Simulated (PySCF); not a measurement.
Compound: B2BrH6P.
Z-matrix (Å and degrees, PBE0-D3(BJ)/def2-SVP geometry), rows numbered from 1:
```
B 
P   1  1.9585
B   2  1.9129  1  111.77
Br  3  1.8826  2  120.12  1   -90.53
H   1  1.2202  2  103.36  3  -178.02
H   1  1.2202  2  102.68  3    61.76
H   1  1.2203  2  103.44  3   -57.82
H   2  1.4158  1  116.08  3  -121.58
H   2  1.4169  1  115.82  3   119.55
H   3  1.2015  2  120.31  1    83.71
```

Theory: MP2 and CCSD/aug-cc-pVDZ in PySCF, restricted Hartree–Fock reference, 16 core orbitals frozen, non-relativistic, gas phase, PBE0-D3(BJ)/def2-SVP geometry.

E(HF) = -2965.98709 Eh.

**Question.** How large is the problem?

**Answer.** 163 basis functions and 66 electrons; 16 orbitals frozen, which leaves o = 17 correlated occupied and v = 130 virtual orbitals. That is o·v = 2210 singles and o·v(o·v + 1)/2 = 2443155 distinct closed-shell doubles amplitudes before symmetry; the costliest CCSD step grows as o²v⁴ = 8.3 × 10^10.

**Question.** What are the MP2 and CCSD correlation energies?

**Answer.** MP2 -0.4736 Eh and CCSD -0.5337 Eh, which gives totals of -2966.46070 and -2966.52084 Eh. That is 0.427 eV for each correlated electron at CCSD (1401 kJ/mol in all, 0.018 % of the total energy); MP2 gives 88.7 % of the CCSD value.

**Question.** What is the T1 diagnostic?

**Answer.** 0.0131, below the customary warning level of 0.02. It is the norm of the spatial-orbital singles amplitudes over the root of the number of correlated electrons, so the norm is 0.076.

**Question.** How does correlation change the dipole moment?

**Answer.** HF gives 4.32 D and CCSD (unrelaxed density) 4.16 D, a change of -0.16 D; the two vectors are 5° apart.

Connected triples and the basis-set limit are missing.

The job also held the EOM ionisation roots. The run took 6.2 min of wall time on one thread of an Arm Neoverse V2 (shared host).

One conformer stands for the species.
